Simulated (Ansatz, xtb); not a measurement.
Molecule: SrO, net charge 0, singlet state. SMILES: [O]=[Sr]
Coordinates optimised at B3LYP-D3(BJ)/def2-TZVP (Ansatz, a program for electronic structure):
```xyz
2

Sr     0.0000     0.0000    -0.3369
O      0.0000     0.0000     1.6002
```

Harmonic wavenumbers from GFN2-xTB (xtb, at its own minimum), cm⁻¹: 467.

Q: Give the harmonic wavenumbers at B3LYP-D3(BJ)/def2-TZVP (Ansatz, finite differences of forces, unscaled).

A: 669 cm⁻¹. Zero-point energy 1.0 kcal/mol.

Q: From these and the geometry, give the ideal-gas thermochemistry at 298.15 K and 1 atm (rigid rotor, harmonic oscillator).

A: Point group C∞v, rotational symmetry number 1. Rotational constants 9.956, 9.956 GHz. S(trans) 39.82, S(rot) 14.78, S(vib) 0.35, S(elec, spin only) 0.00, S 54.9 cal/(mol K). H(298) - H(0) 2.15 kcal/mol; G - E(el) -13.3 kcal/mol.
